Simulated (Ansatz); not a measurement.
Gas-phase electronic energies from Ansatz, PBE0-D4/def2-TZVP geometries. CCSD(T)/CBS adds triple-zeta CCSD(T) − MP2 to the extrapolated MP2 energy (def2 sets, frozen cores). This one scheme is used for every species. DFT in def2-TZVPP. B3LYP here is the variant with VWN-RPA as its local correlation; programs differ in this. One conformer a species, not always the lowest.

Consider the ligand exchange at the Si–C bond: `O[SiH2]C[SiH](O)O` + `[SiH3]P` → `O[SiH2]P[SiH3]` + `C[SiH](O)O`.

`O[SiH2]C[SiH](O)O`:

Cartesian coordinates in Å:
```
O 0.753 0.161 1.938
Si 0.017 1.368 1.056
C 0.100 0.817 -0.709
Si -0.476 -0.933 -1.022
O 0.643 -1.561 -2.053
O -0.613 -1.795 0.365
H 0.915 0.324 2.868
H 0.737 2.651 1.292
H -1.391 1.547 1.505
H 1.137 0.890 -1.055
H -0.492 1.506 -1.322
H -1.822 -0.989 -1.644
H 0.533 -2.479 -2.307
H -0.042 -1.506 1.088
```

`[SiH3]P`:

```xyz
7

Si   -0.277   -0.012    0.770
P    -0.175    0.314   -1.458
H    -1.432   -0.904    1.051
H    -0.516    1.305    1.417
H     0.952   -0.617    1.348
H     0.330   -0.988   -1.720
H     1.119    0.900   -1.408
```

`O[SiH2]P[SiH3]`:

```xyz
11

O     0.827   -1.771    0.242
Si   -0.719   -1.415   -0.207
P    -1.367    0.720    0.056
Si    0.646    1.655   -0.319
H     1.087   -1.581    1.145
H    -1.704   -2.243    0.542
H    -0.777   -1.725   -1.653
H    -1.254    0.716    1.473
H     1.703    1.191    0.617
H     1.043    1.326   -1.712
H     0.516    3.129   -0.184
```

`C[SiH](O)O`:

Z-matrix (Å, degrees):
```
C
Si 1 1.852
H 1 1.093 2 111.0
H 1 1.093 2 110.6 3 119.4
H 1 1.092 2 110.8 3 -120.4
O 2 1.647 1 105.2 3 -58.4
O 2 1.646 1 112.8 3 64.2
H 2 1.484 1 113.0 3 -179.4
H 6 0.958 2 117.2 1 -175.7
H 7 0.958 2 117.6 1 -54.3
```

(1) Is it downhill or uphill in electronic energy at CCSD(T)/CBS, and by how much? (An estimate is asked.)

(2) What do these levels give: r2SCAN-D4, PBE0-D4, B3LYP-D4, ωB97X-V, ωB97M-V, B2PLYP, PBE0, B3LYP, SCS-MP2/def2-TZVPP, CCSD/def2-TZVPP, MP2/def2-QZVPP, HF/CBS(def2)? (Estimate.)

Largest T1 diagnostic among the species: 0.013.

Answers

(1) Ansatz gave: Downhill: ΔE = -2.9 kcal/mol.

(2) Ansatz gave: r2SCAN-D4 -3.5, PBE0-D4 -3.9, B3LYP-D4 -2.8, ωB97X-V -2.5, ωB97M-V -1.8, B2PLYP -2.8, PBE0 -4.0, B3LYP -3.0, SCS-MP2/def2-TZVPP -2.4, CCSD/def2-TZVPP -1.9, MP2/def2-QZVPP -3.1, HF/CBS(def2) -2.4 kcal/mol.
